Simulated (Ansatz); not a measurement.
# CuH2Si2Sn−: where a starting geometry ends

The starting geometry of this gas-phase singlet was optimised with GFN2-xTB.

```xyz
6

Cu   -1.0732   -1.8134    2.0258
Si    0.3065    1.4234   -0.6394
Si   -0.3164   -0.3041    0.5594
Sn   -0.7972    2.8436    1.1383
H    -1.6455   -2.7991    3.1401
H    -1.5762    1.2350    2.4936
```

**Question.** Predict what it relaxes into with PBE0-D3(BJ)/def2-SVPD.

**Answer.** A new bond forms, giving a structure with H6 bridging Si3 and Sn4, given below by its coordinates. Distances that change by over a tenth: Si3–Sn4 (3.24 → 2.72 Å). Contacts that close: Si3–H6 (2.77 → 1.66 Å).

The energy falls by 1.23 eV over 17 steps:

```csv
step,E − E(last) (eV)
1,1.226
3,0.382
5,0.182
6,0.052
8,0.031
10,0.012
12,0.005
13,0.000
15,0.000
17,0.000
```

Final geometry (Å):

```json
{"atom": "Cu", "x (Å)": "-1.1734", "y (Å)": "-1.8011", "z (Å)": "2.1993"}
{"atom": "Si", "x (Å)": "0.3060", "y (Å)": "1.2036", "z (Å)": "-0.6279"}
{"atom": "Si", "x (Å)": "-0.6673", "y (Å)": "0.1623", "z (Å)": "1.1356"}
{"atom": "Sn", "x (Å)": "-0.7419", "y (Å)": "2.8757", "z (Å)": "0.9801"}
{"atom": "H", "x (Å)": "-1.4983", "y (Å)": "-3.1613", "z (Å)": "2.8925"}
{"atom": "H", "x (Å)": "-1.3271", "y (Å)": "1.3061", "z (Å)": "2.1381"}
```

Frequencies at the end are all real (lowest 48 cm⁻¹). Atoms past krypton carry core potentials, without spin–orbit terms. Run with Ansatz 0.2.0, 64 s on 2 threads of Intel(R) Xeon(R) 6975P-C (Granite Rapids), with other jobs on the host.
